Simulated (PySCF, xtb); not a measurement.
Sn(OMe)(SH) (CH4OSSn), SMILES C[O][Sn][SH] (connectivity only; charge and spin as stated), neutral, multiplicity 1. Other conformers were not sampled.

Harmonic wavenumbers (cm⁻¹) from GFN2-xTB (xtb) at its own minimum, in rising order: 67, 71, 152, 208, 228, 328, 359, 501, 1067, 1131, 1138, 1412, 1479, 1482, 2402, 2935, 2941, 2953.

What does B3LYP-D3(BJ)/def2-SVP run with PySCF 2.14.0 give at its own minimum? (Estimate from the structure and the level; the computed values follow.)

46, 115, 149, 247, 302, 318, 519, 623, 1112, 1166, 1182, 1466, 1469, 1471, 2660, 2966, 3028, 3060. Paired by order, the mean absolute difference is 64 cm⁻¹ and the zero-point energies are 29.8 and 31.3 kcal/mol.
